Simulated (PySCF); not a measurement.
Worked example: oscillator strength and radiative lifetime

C2H6O6Si2, SMILES O[Si](O)(O)C#C[Si](O)(O)O.

Coordinates come from a PBE0-D3(BJ)/def2-SVP optimisation. This is a generated structure with no PubChem entry under its InChIKey; it may be hypothetical. Other conformers were not sampled.

TDA-ωB97X/def2-SVP (PySCF) puts the first singlet state with f over 0.02 at 8.86 eV (vertical), with the transition dipole (2.245, -0.004, 0.000) in atomic units.

Problem. Find the oscillator strength, the wavelength and the radiative lifetime that this transition would have in vacuum if emission retraced absorption.

Solution. 
|μ|² = 5.0400 au, so |μ| = 5.71 D. ΔE = 8.86/27.211 = 0.3256 hartree. f = (2/3) ΔE |μ|² = 1.094 (the program prints 1.093).
λ = 1239.84/8.86 = 140 nm; ν = 71461 cm⁻¹.
Einstein's coefficient A = 0.6670 ν² f s⁻¹ (ν in cm⁻¹) = 3.7e9 s⁻¹, so τ = 1/A = 0.27 ns. This state is S6; the lower singlets have f = 0.000, 0.000, 0.000, 0.003, 0.003. The figure is the radiative limit of this one transition; relaxation, internal conversion, crossing to triplets and a medium change what is measured.
